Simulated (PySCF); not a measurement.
Dipole moment and polarisability of Si(vinyl)3(NiPr2)

Si(vinyl)3(NiPr2), C₁₂H₂₃NSi.
Geometry (PBE0-D3(BJ)/def2-SVP, Å), atoms numbered from 1 in this order:
```
atom  x, y, z in Å
Si1    0.580    0.797    0.297
C2     0.299    1.185    2.113
C3     1.303    1.430    2.964
H4    -0.724    1.281    2.499
H5     2.351    1.371    2.649
H6     1.126    1.701    4.012
C7     2.414    0.509    0.023
C8     3.242    1.420   -0.500
H9     2.838   -0.454    0.342
H10    2.874    2.398   -0.832
H11    4.317    1.239   -0.620
C12    0.070    2.316   -0.690
C13   -0.133    3.528   -0.161
H14   -0.077    2.201   -1.774
H15   -0.005    3.711    0.912
H16   -0.435    4.391   -0.766
N17   -0.259   -0.645   -0.220
C18    0.200   -1.279   -1.456
C19    0.536   -2.755   -1.256
C20   -0.755   -1.069   -2.631
C21   -1.526   -1.118    0.332
C22   -1.349   -1.789    1.693
C23   -2.600   -0.032    0.359
H24    1.145   -0.774   -1.725
H25   -0.357   -3.339   -0.982
H26    0.947   -3.195   -2.178
H27    1.278   -2.873   -0.453
H28   -1.728   -1.557   -2.458
H29   -0.943    0.003   -2.795
H30   -0.338   -1.493   -3.558
H31   -1.896   -1.899   -0.353
H32   -0.974   -1.079    2.445
H33   -0.619   -2.609    1.622
H34   -2.302   -2.203    2.060
H35   -3.559   -0.431    0.726
H36   -2.317    0.804    1.016
H37   -2.757    0.382   -0.647
```

Level: B3LYP/def2-SVPD (PySCF), static field, nuclei fixed, core orbitals frozen in the response. The polarisability tensor in these axes (au):

```
x   176.88   8.59   0.52
y     8.59 185.03   7.55
z     0.52   7.55 175.14
```

Problem. What are the eigenvalues, a third of the trace, and Δα (Δα² = ½Σ(αi − αj)² over the three pairs)?

Solution. Principal values 168.59, 175.44 and 193.02 au; mean 179.02 au = 26.53 Å³ = 29.52 × 10⁻⁴⁰ C²·m²/J; Δα = 21.83 au (12 % of the mean).

Problem. What is the dipole moment, and where does it point?

Solution. (-0.11, -0.23, -0.27) D, 0.38 D in size, pointing from the negative to the positive side. Measured along this direction, the outermost atoms are H6 at the negative end and H30 at the positive end.

Problem. Find the Langevin capture rate constant for O2+ (31.990 u) meeting this molecule (209.160 u), k = 2.342 × 10⁻⁹ cm³/s × √(α in Å³ / reduced mass in u).

Solution. The reduced mass is 27.75 u, so k = 2.29 × 10⁻⁹ cm³/s. The formula leaves out the permanent dipole, which adds to the capture rate.

Problem. In a dilute gas of rigid molecules at 400 K, how does the orientational term μ²/3kT compare with the electronic polarisability?

Solution. In Gaussian units μ²/3kT = 0.85 Å³ against 26.53 Å³, a ratio of 0.03; the Debye molar polarisation (4π/3)N_A(α + μ²/3kT) is 69.1 cm³/mol, leaving out the vibrational part.

Problem. What would n − 1 = 2πNα be for an ideal gas of these molecules at 500 K and 1 atm, electronic part alone?

Solution. N = p/kT = 1.4678 × 10¹⁹ cm⁻³, so n − 1 = 2π × N × 26.53 × 10⁻²⁴ cm³ = 2446 × 10⁻⁶ at long wavelengths, for an ideal gas.

Problem. Along which axes do the principal values lie, and how far do the nuclei extend along each?

Solution. Largest value along (0.45, 0.82, 0.36), where the nuclei span 6.61 Å; middle along (-0.70, 0.08, 0.71), 6.37 Å; least along (0.55, -0.57, 0.61), 5.34 Å. The response follows the extents in order.

One conformer (not necessarily the lowest) at the PBE0-D3(BJ)/def2-SVP geometry, without solvent, vibrations or thermal averaging.

These values come from a run that also computed excited states. On 2 threads of an AMD EPYC 9R45, no GPU (shared host), this took 2.7 min wall, 6.2 min CPU (with the writing of density and orbital grids) and 3.1 GiB of memory at its peak.
